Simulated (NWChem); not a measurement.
# C$_{3}$H$_{3}$N$_{2}$, doublet; SMILES c1nc[c][nH]1

```xyz
8

C     -1.1990     0.0021     0.0000
C     -0.4302    -1.1447     0.0000
N      0.8939    -0.7519     0.0000
C      0.9203     0.5759     0.0000
N     -0.3512     1.0849     0.0000
H     -0.7371    -2.1956     0.0000
H      1.8244     1.1984     0.0000
H     -0.6332     2.0660     0.0000
```
Atoms are numbered in this order, from 1.

Computed with NWChem. Spin-unrestricted. Medium grid unless said otherwise, to which SCAN and Minnesota functionals are sensitive. In the optimisation the excess spin sits in a' (Cs, its own frame). Coordinates come from a PBE-D3(BJ)/def2-SVP, spin-unrestricted optimisation. No stability test was run on the SCF state. Total energies of different functionals are on different scales.

```tsv
level	energy (Ha)	highest occupied level (eV)	lowest empty minus highest occupied level, either spin (eV)	dipole (D)	<S²>	relative time
B3LYP/def2-SVP	-225.3540	-6.36	2.95	3.17	0.758	1
PBE/def2-SVP	-225.0939	-5.53	1.39	3.00	0.756	1
M06-2X/def2-SVP	-225.2576	-7.67	5.85	3.36	0.762	1
PW91/def2-SVP	-225.2818	-5.57	1.39	2.99	0.756	1
OLYP/def2-SVP	-225.2959	-5.34	1.35	2.97	0.758	1
MPW1K/def2-SVP	-225.2803	-7.40	5.37	3.37	0.769	2
LRC-wPBEh/def2-SVP	-225.1321	-8.48	7.34	3.31	0.763	6
BHandHLYP/def2-SVP	-225.2135	-7.47	5.66	3.37	0.767	1
RPBE/def2-SVP	-225.3803	-5.47	1.46	2.98	0.757	1
SCAN/def2-SVP	-225.2660	-5.81	2.21	3.16	0.762	1
```

Relative times are rough (shared machine, one core).
